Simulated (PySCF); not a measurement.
Stepwise substitution at one centre (Ge Cl-H). Gas-phase values, no solvent. Strings in code marks are SMILES.

Quantity: redistribution energy (mixed species minus the weighted end members), in kJ/mol.

A: 2 of 4 Cl replaced by H: `[Cl][GeH2][Cl]`
B: 1 of 4 Cl replaced by H: `[Cl][GeH]([Cl])[Cl]`
C: 3 of 4 Cl replaced by H: `[Cl][GeH3]`

### Question
Rank these by redistribution energy (mixed species minus the weighted end members) (lowest first), as frozen-core MP2/6-31G* // CAM-B3LYP-D3(BJ)/def2-TZVP (PySCF) gives it.

### Answer
B (-4.48 kJ/mol), A (-2.76 kJ/mol), C (0.71 kJ/mol)
